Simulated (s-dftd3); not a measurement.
H3B3Cl2N3 (SMILES ClB1N[B]NB(Cl)N1), doublet, at a GFN2-xTB geometry; D3(zero) for bp86 (s-dftd3).

s-dftd3 was given this input:
```
$ s-dftd3 mol.xyz --zero bp86 --json dftd3.json --noedisp --grad

# file mol.xyz
11

Cl    -2.71204002     0.84832405     0.36775443
B     -1.23649701     0.00758088     0.00862503
N     -1.25450491    -1.29865135    -0.53916609
B     -0.06209917    -2.00627972    -0.84121649
N      1.17225288    -1.35872038    -0.57504790
B      1.23507269    -0.05359738    -0.02791937
Cl     2.76036263     0.71286680     0.28683999
N      0.01913369     0.61816499     0.25919147
H     -2.15327323    -1.72472159    -0.71391382
H      2.04328945    -1.82859824    -0.77596381
H      0.04794538     1.54900360     0.64948440
```

Predict the main parts of the log of this s-dftd3 run.


```
-----------------------------------
 s i m p l e   D F T - D 3  v1.4.0
-----------------------------------

Zero (Chai-Head-Gordon) damping: bp86-D3(0)
--------------------
  s6         1.0000
  s8         1.6830
  s9         0.0000
 rs6         1.1390
 rs8         1.0000
 alp        14.0000
--------------------

Dispersion energy:      -1.0307816529302E-02 Eh

Gradient norm:           1.2279428340700E-03 Eh/a0
--------------------------------------------------
     #    Z           dE/dx      dE/dy      dE/dz
--------------------------------------------------
     1   17 Cl    1.660E-05 -5.005E-05 -2.106E-05
     2    5 B     8.747E-10 -2.517E-04 -1.056E-04
     3    7 N     1.086E-04  6.205E-04  2.598E-04
     4    5 B    -1.441E-06 -4.656E-05 -1.952E-05
     5    7 N    -7.001E-05  6.249E-04  2.624E-04
     6    5 B    -1.557E-05 -2.514E-04 -1.054E-04
     7   17 Cl   -1.967E-05 -4.915E-05 -2.053E-05
     8    7 N    -1.620E-05 -5.233E-04 -2.194E-04
     9    1 H    -8.516E-05 -1.313E-04 -5.469E-05
    10    1 H     7.691E-05 -1.353E-04 -5.708E-05
    11    1 H     5.983E-06  1.933E-04  8.104E-05
--------------------------------------------------

Virial:
--------------------------------------------------
      component           x          y          z
--------------------------------------------------
          x       7.149E-06 -6.912E-05 -2.902E-05
          y      -6.912E-05 -2.226E-03 -9.332E-04
          z      -2.902E-05 -9.332E-04 -3.913E-04
--------------------------------------------------

[Info] JSON dump of results written to 'dftd3.json'
```
